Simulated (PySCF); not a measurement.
CHS2, charge +1, singlet, at a GFN2-xTB geometry; CCSD/def2-SVP in PySCF.

Here is a job for PySCF.
```python
from pyscf import gto, scf, cc

mol = gto.M(
    atom='''
S     1.58430704   -0.26785357    0.12175310
C     0.08573192   -0.03360156    0.03376535
S    -1.49657898    0.30561906   -0.18982270
H    -1.91804046   -0.40263843    0.88652151
''',
    basis='def2-svp',
    charge=1,
    verbose=4,
)

mf = scf.RHF(mol)
mf.kernel()

mycc = cc.CCSD(mf, frozen=11)
mycc.kernel()
print('E(CCSD) = %.10f' % mycc.e_tot)
```

Output, abridged:

```
PySCF version 2.14.0

[INPUT] verbose = 4
[INPUT] num. atoms = 4
[INPUT] num. electrons = 38
[INPUT] charge = 1
[INPUT] spin (= nelec alpha-beta = 2S) = 0
[INPUT] symmetry False subgroup None
[INPUT] Mole.unit = angstrom
[INPUT] Symbol           X                Y                Z      unit          X                Y                Z       unit  Magmom
[...]
nuclear repulsion = 117.593073602993
number of shells = 25
number of NR pGTOs = 103
number of NR cGTOs = 55
basis = def2-svp
ecp = {}

******** <class 'pyscf.scf.hf.RHF'> ********
method = RHF
initial guess = minao
damping factor = 0
level_shift factor = 0
DIIS = <class 'pyscf.scf.diis.CDIIS'>
diis_start_cycle = 1
diis_space = 8
diis_damp = 0
SCF conv_tol = 1e-09
SCF conv_tol_grad = None
SCF max_cycles = 50
direct_scf = True
direct_scf_tol = 1e-13
Set gradient conv threshold to 3.16228e-05
Initial guess from minao.
init E= -833.684549499349
[...]
cycle= 1 E= -832.758443717372  delta_E= 0.926  |g|= 0.641  |ddm|= 2.24
[...]
cycle= 2 E= -832.793621475164  delta_E= -0.0352  |g|= 0.631  |ddm|= 1.11
[...]
cycle= 3 E= -832.89730027888  delta_E= -0.104  |g|= 0.0565  |ddm|= 0.559
[...]
cycle= 4 E= -832.898909356507  delta_E= -0.00161  |g|= 0.021  |ddm|= 0.0994
[...]
cycle= 5 E= -832.899230312866  delta_E= -0.000321  |g|= 0.00792  |ddm|= 0.051
[...]
cycle= 6 E= -832.899305924774  delta_E= -7.56e-05  |g|= 0.00453  |ddm|= 0.0186
[...]
cycle= 7 E= -832.899344977739  delta_E= -3.91e-05  |g|= 0.00233  |ddm|= 0.016
[...]
cycle= 8 E= -832.899360029145  delta_E= -1.51e-05  |g|= 0.000705  |ddm|= 0.0134
[...]
cycle= 9 E= -832.899361183186  delta_E= -1.15e-06  |g|= 0.000173  |ddm|= 0.0041
[...]
cycle= 10 E= -832.899361223675  delta_E= -4.05e-08  |g|= 5e-05  |ddm|= 0.000797
[...]
cycle= 11 E= -832.89936122634  delta_E= -2.66e-09  |g|= 1.65e-05  |ddm|= 0.000193
[...]
cycle= 12 E= -832.899361226667  delta_E= -3.27e-10  |g|= 4.96e-06  |ddm|= 6.8e-05
[...]
Extra cycle  E= -832.899361226682  delta_E= -1.48e-11  |g|= 3.25e-06  |ddm|= 1.06e-05
converged SCF energy = -832.899361226682

******** <class 'pyscf.cc.ccsd.CCSD'> ********
CC2 = 0
CCSD nocc = 8, nmo = 44
frozen orbitals 11
max_cycle = 50
direct = 0
conv_tol = 1e-07
conv_tol_normt = 1e-05
diis_space = 6
diis_start_cycle = 0
diis_start_energy_diff = 1e+09
Init t2, MP2 energy = -833.290350989298  E_corr(MP2) -0.390989762616442
Init E_corr(CCSD) = -0.390989762621688
cycle = 1  E_corr(CCSD) = -0.392882561109535  dE = -0.00189279849  norm(t1,t2) = 0.0768705
cycle = 2  E_corr(CCSD) = -0.41058891974446  dE = -0.0177063586  norm(t1,t2) = 0.0299093
cycle = 3  E_corr(CCSD) = -0.410016457485578  dE = 0.000572462259  norm(t1,t2) = 0.0145558
cycle = 4  E_corr(CCSD) = -0.412623833063767  dE = -0.00260737558  norm(t1,t2) = 0.00629338
cycle = 5  E_corr(CCSD) = -0.412827580804228  dE = -0.00020374774  norm(t1,t2) = 0.00140194
cycle = 6  E_corr(CCSD) = -0.412665198402186  dE = 0.000162382402  norm(t1,t2) = 0.000490255
cycle = 7  E_corr(CCSD) = -0.412652695845574  dE = 1.25025566e-05  norm(t1,t2) = 0.000130406
cycle = 8  E_corr(CCSD) = -0.412663890186613  dE = -1.1194341e-05  norm(t1,t2) = 6.08322e-05
cycle = 9  E_corr(CCSD) = -0.412661361046793  dE = 2.52913982e-06  norm(t1,t2) = 2.86997e-05
cycle = 10  E_corr(CCSD) = -0.412661773392304  dE = -4.12345511e-07  norm(t1,t2) = 9.83815e-06
cycle = 11  E_corr(CCSD) = -0.412661301989666  dE = 4.71402637e-07  norm(t1,t2) = 4.15396e-06
cycle = 12  E_corr(CCSD) = -0.412661258012363  dE = 4.39773034e-08  norm(t1,t2) = 2.05977e-06
CCSD converged
E(CCSD) = -833.3120224846942  E_corr = -0.4126612580123628
E(CCSD) = -833.3120224847
```
